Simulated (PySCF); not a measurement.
Molecule: SMILES C#C[C@@H]1COC=C[C@H]1F, C7H7FO.

Geometry (Å), atoms numbered from 1 in this order:
```xyz
16

C     2.666    0.274   -0.539
C     1.678   -0.169   -0.031
C     0.457   -0.691    0.552
C    -0.433   -1.342   -0.518
O    -0.837   -0.430   -1.521
C    -1.199    0.788   -1.077
C    -1.033    1.255    0.158
C    -0.343    0.445    1.207
F    -1.265   -0.120    2.089
H     3.544    0.651   -0.972
H     0.703   -1.442    1.310
H    -1.325   -1.751   -0.023
H     0.097   -2.144   -1.035
H    -1.642    1.376   -1.868
H    -1.382    2.238    0.424
H     0.306    1.072    1.832
```

Frames of a GFN2-xTB Langevin trajectory at 300 K; GIAO PBE0/pcSseg-1 shieldings in PySCF, gas phase, non-relativistic; equivalent atoms averaged within each frame.

δ = σ(ref) − σ, references computed at the same level: $^{13}$C (σref 186.93), $^{1}$H (σref 31.72) against TMS; H2O for $^{17}$O (σref 336.08); $^{19}$F (σref 170.95) vs CFCl3. The references are static minima.

Question: How do the shifts (ppm) fluctuate along the trajectory?

Answer: 
```tsv
time (fs)	C6	C7	C2	C8	C1	C4	C3	O5	F9	H14
250	160.7	96.8	88.7	86.1	81.6	67.4	27.4	149.1	-183.3	7.21
425	152.8	99.5	94.2	82.2	81.8	70.7	40.8	128.8	-189.1	6.00
625	159.0	107.1	84.2	84.6	79.1	74.9	27.0	119.9	-152.3	6.81
800	154.4	102.5	88.6	90.5	80.1	69.3	36.6	134.0	-165.0	6.89
1000	163.0	108.5	86.2	94.9	81.9	68.8	34.1	131.1	-124.1	7.82
mean of frames	158.0	102.9	88.4	87.6	80.9	70.2	33.2	132.6	-162.8	6.95
standard deviation	4.3	4.9	3.8	5.0	1.2	2.9	6.0	10.6	26.1	0.66
```

5 frames give an uncertainty of the mean of about the standard deviation over 2.2 at best, since frames this close in time may not be independent; classical motion lacks zero-point vibration, and the reference would need the same averaging.
